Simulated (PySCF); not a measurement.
This PySCF input asks for the NMR shieldings of SMILES C#CCP(C=C)N([SiH3])[SiH3], C5H12NPSi2; the geometry comes from PBE0-D3(BJ)/def2-SVP.

```python
import basis_set_exchange as bse
import numpy as np
from pyscf import gto, dft
from pyscf.prop import nmr

atoms = """
C     3.723092   -1.056612    0.676368
C     2.531819   -0.883575    0.813344
C     1.103454   -0.666960    0.929991
P     0.285917   -0.412182   -0.735506
C     0.679300    1.330256   -1.075844
C     1.639478    2.075741   -0.519289
N    -1.391580   -0.281680   -0.270025
Si   -2.395652   -1.563760   -0.938257
Si   -2.014243    1.079557    0.655945
H     4.778828   -1.222599    0.566771
H     0.882107    0.179701    1.601579
H     0.614177   -1.559899    1.354235
H     0.083901    1.749938   -1.897593
H     1.828043    3.096761   -0.865111
H     2.285847    1.701433    0.280181
H    -3.785832   -1.361361   -0.433018
H    -2.404712   -1.530718   -2.431795
H    -1.897941   -2.903889   -0.501959
H    -2.191415    2.304759   -0.181236
H    -3.340155    0.687219    1.217509
H    -1.085188    1.413467    1.775786
"""
names = dict.fromkeys(["C", "P", "N", "Si", "H"], "pcSseg-1")
basis = {el: gto.basis.parse(bse.get_basis(n, elements=[el], fmt="nwchem")) for el, n in names.items()}
mol = gto.M(atom=atoms, basis=basis, charge=0, verbose=0)
mf = dft.RKS(mol, xc="PBE0")
mf.grids.level = 2
mf.grids.alignment = dft.numint.BLKSIZE   # the property module wants whole blocks of grid points
mf.conv_tol = 1e-9
mf.kernel()

calc = nmr.RKS(mf)   # GIAO
C = mf.mo_coeff
Co = C[:, mf.mo_occ > 0]
resp = mf.gen_response(singlet=True, hermi=2)
def vind(x):   # induced exchange potential for any number of trial vectors
    d = np.einsum("pi,xij,qj->xpq", C, 2 * x.reshape(-1, C.shape[1], Co.shape[1]), Co, optimize=True)
    return np.einsum("xpq,pi,qj->xij", resp(d - d.transpose(0, 2, 1)), C, Co, optimize=True).ravel()
mo1, _ = nmr.rhf.solve_mo1(calc, with_cphf=vind)
sigma = calc.kernel(mo1)
for i, s in enumerate(sigma):   # ppm
    print("%2d %-2s %9.2f" % (i, mol.atom_pure_symbol(i), np.trace(s) / 3))
```

**Question.** What are the results?

**Answer.** 
```
 0 C     105.67
 1 C     103.34
 2 C     164.54
 3 P     281.98
 4 C      36.85
 5 C      50.19
 6 N     259.85
 7 Si    393.31
 8 Si    407.31
 9 H      29.24
10 H      28.07
11 H      28.93
12 H      24.58
13 H      25.10
14 H      24.85
15 H      26.52
16 H      26.58
17 H      26.60
18 H      26.75
19 H      26.72
20 H      26.63
```

These numbers come from an equivalent density-fitted implementation of the same equations, which agrees with the script to about 0.01 ppm for H and up to a few tenths of a ppm for heavy atoms, so last digits may differ.

Size and cost of the density-fitted run: 234 basis functions, 75 s wall time on 1 thread of an Arm Neoverse V2, shared host; peak memory 1.1 GiB.
